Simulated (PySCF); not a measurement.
## Relaxation of triplet Mo(OH)₂

All numbers come from UPBE0 in PySCF with Mo def2-TZVP with ECP28, O def2-TZVP, H def2-TZVP; scalar-relativistic core potentials, no spin–orbit coupling; density-fitted integrals. A (50,194) grid was used.

A start displaced from a saddle point along its imaginary mode, of C2v symmetry, held to at least that symmetry:

```xyz
5
charge 0 multiplicity 3, angstrom
Mo    0.0167    0.0225    0.0032
O    -0.3810   -0.0564    1.7766
O     0.2971   -0.0564   -1.7925
H    -0.6656   -0.1994    2.6955
H     0.3693   -0.1994   -2.7518
```

Optimiser trace:
```tsv
step	E − E(last) (kJ/mol)	largest gradient (Eh/bohr)
0	2.91	0.01631
1	1.50	0.00287
2	1.46	0.00047
3	1.45	0.00070
4	1.34	0.00354
5	1.26	0.00480
6	1.09	0.00489
7	0.68	0.00305
8	0.32	0.00271
9	0.23	0.00069
10	0.17	0.00037
11	0.12	0.00060
12	0.06	0.00118
13	0.04	0.00190
14	0.02	0.00086
15	0.00	0.00022
16	0.00	0.00014
```

It ends at C2v with Mo–O 1.819 Å (×2), O–H 0.956 Å (×2); H–O–Mo 156.0° (×2), O–Mo–O 158.9°. A frequency run shows a minimum. Other isomers or separated fragments may lie lower.

Final geometry:
```xyz
5
charge 0 multiplicity 3, angstrom
Mo    0.0557    0.0750    0.0106
O    -0.4751   -0.1901    1.7301
O     0.1925   -0.1901   -1.7838
H    -0.9434   -0.6224    2.4431
H     0.0184   -0.6224   -2.6189
```

Open d and f shells are described by one determinant, and the ground state may have another occupation or spin. At this level a quintet minimum of C2 symmetry lies 58 kJ/mol below this structure.

The relaxation took 45 s on 4 threads of a shared Arm Neoverse V1 host, with 114 basis functions and 18 gradients; the process peaked at 1.6 GiB.
